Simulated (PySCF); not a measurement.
## Spinor energies of Mn⁴⁺ (manganese, charge +4)

Start: [Ar] 3d3; 3d3/2 filled at m_j = -1/2, +1/2, +3/2. Calculated with PySCF 2.14 in x2c-TZVPall-2c: generalised Hartree-Fock with the X2C-1e Hamiltonian and a Gaussian nucleus; one run each with spin-orbit coupling (SO) switched off, then screened by Boettger's factors.

| spinor shell | electrons | ε, spin-free (eV) | ε, screened SO (eV) | weight of nominal j (screened SO) | rms radius, screened SO (bohr) |
| --- | --- | --- | --- | --- | --- |
| 1s1/2 | 2 | -6658.6 | -6658.5 | 1.000 | 0.0703 |
| 2s1/2 | 2 | -864.96 | -864.92 | 1.000 | 0.302 |
| 2p1/2 | 2 | -738.44 | -746.25 | 0.980 | 0.271 |
| 2p3/2 | 4 | -738.44 | -734.57 | 0.990 | 0.274 |
| 3s1/2 | 2 | -163.00 | -162.98 | 1.000 | 0.893 |
| 3p1/2 | 2 | -124.17 | -126.52 | 0.653 | 0.940 |
| 3p3/2 | 4 | -124.17 | -123.00 | 0.827 | 0.946 |
| 3d3/2 | 3 | -73.669 | -73.691 | 0.617 | 1.05 |

```json
{"quantity": "E (hartree)", "spin-free": "-1153.56024", "screened SO": "-1153.57876"}
{"quantity": "M_J", "spin-free": "3/2", "screened SO": "3/2"}
{"quantity": "⟨J²⟩", "spin-free": "6.754", "screened SO": "6.637"}
{"quantity": "⟨L²⟩", "spin-free": "12.003", "screened SO": "12.000"}
{"quantity": "⟨S²⟩", "spin-free": "3.751", "screened SO": "3.749"}
```

The determinant has a definite M_J but mixes levels of different J.

Each row is a mean over spinors that exchange with the open shell spreads, by up to 12.290 eV (3p1/2).

Rows whose weight is well below 1 are mixtures of j = l ± 1/2: exchange outweighs spin-orbit coupling there, and the label is only the starting occupation.

Without spin-orbit coupling the j labels of p, d and f shells carry no meaning; the spin-free column gives the mean over the occupied spinors of each nl shell, and its ⟨J²⟩ belongs to a mixture of degenerate components.
